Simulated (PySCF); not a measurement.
**Ionising TlP**

PBE0; basis Tl def2-SVP with ECP60, P def2-SVP; scalar-relativistic core potentials; PySCF 2.14. Neutral (UKS): triplet (π ↑↑), Re = 2.736 Å, ωe = 236 cm⁻¹, De = 1.81 eV, HOMO -5.01 eV, LUMO -2.67 eV.

TlP⁺ (UKS): quartet (σ ↑, π ↑↑), Re = 3.157 Å, ωe = 99.8 cm⁻¹. The energies at the minima are -513.58304 hartree for TlP and -513.32978 for TlP⁺.

**Question.** Work out the adiabatic ionisation energy, without and with harmonic zero-point energies (1 hartree = 27.2114 eV, 1 eV = 8065.5 cm⁻¹), and the change of the bond length.

**Answer.** At PBE0: 0.25326 hartree = 6.892 eV between the minima; the zero-point term (99.8 − 236.0)/2 cm⁻¹ = -0.008 eV makes it 6.883 eV. Re changes by +42.1 pm against the neutral. The electron leaves a σ orbital, and the ion is left as a loose complex of an ion and an atom.

Spin–orbit coupling is left out, which matters for elements this heavy, above all for dissociation energies. States were picked by a PBE0 search and need not be the measured ground states.
